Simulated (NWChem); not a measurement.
Si₂NH₆OF; SMILES N[Si@@H](O)[SiH2]F

```xyz
11

N     -1.4827     1.7393     0.1559
Si     0.0181     1.0820    -0.3712
O      1.3386     1.2470     0.6439
Si    -0.1668    -1.2588    -0.5121
F      1.0244    -1.7527     0.5173
H     -1.9629     1.3688     0.9686
H     -1.6662     2.7315     0.0498
H      0.3269     1.7859    -1.6458
H      1.6272     0.4176     1.0437
H     -1.4534    -1.8194     0.0027
H      0.1100    -1.8620    -1.8498
```
Atoms are numbered in this order, from 1.

Structure relaxed at the PBE0/def2-SVP level.

Give the principal values of the shielding tensors (ppm) of N1, Si2, O3, Si4, F5 from B3LYP/6-311G** (spherical d), GIAO (NWChem), with their diamagnetic and paramagnetic parts as GIAO splits them.


```json
[
 {"atom": "N1", "σ11": "191.4", "σ22": "221.8", "σ33": "254.7", "isotropic": "222.6", "diamagnetic": "319.9", "paramagnetic": "-97.3"},
 {"atom": "Si2", "σ11": "315.8", "σ22": "383.0", "σ33": "409.4", "isotropic": "369.4", "diamagnetic": "880.3", "paramagnetic": "-510.9"},
 {"atom": "O3", "σ11": "184.0", "σ22": "279.7", "σ33": "319.1", "isotropic": "260.9", "diamagnetic": "391.8", "paramagnetic": "-130.8"},
 {"atom": "Si4", "σ11": "270.1", "σ22": "306.0", "σ33": "439.3", "isotropic": "338.5", "diamagnetic": "879.1", "paramagnetic": "-540.7"},
 {"atom": "F5", "σ11": "382.9", "σ22": "454.1", "σ33": "466.2", "isotropic": "434.4", "diamagnetic": "472.9", "paramagnetic": "-38.5"}
]
```
